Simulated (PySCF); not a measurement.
Gas-phase reaction: HF + Ge3H8 = GeH3F + 2 GeH3

Energies from PySCF, thermal terms from the rigid-rotor harmonic-oscillator model, ideal gas at 1 bar. † marks an energy on the PBE0/def2-TZVP geometry and frequencies; other levels use their own. 6-31G* has spherical d functions here. Open shells (unrestricted): GeH3 (multiplicity 2); the rest are closed-shell singlets. Ge: all electrons, no relativistic terms. GeH3: computed as isolated molecules; such fragments, hydroxides, amides, oligomers or adducts are transient or little studied in the gas.

PBE/def2-TZVP† gives ΔH°(298 K) = 260 kJ.

Task: What do PBE0/def2-TZVP, HF/6-31G*, LDA/def2-TZVP† give?

Result: PBE0/def2-TZVP: 262 kJ; HF/6-31G*: 140 kJ; LDA/def2-TZVP†: 316 kJ. For scale, ΔH°(298 K) is 260 kJ at this level, 258 kJ at ωB97M-V/def2-TZVP†, and runs from 140 to 316 kJ over the 18 levels computed.
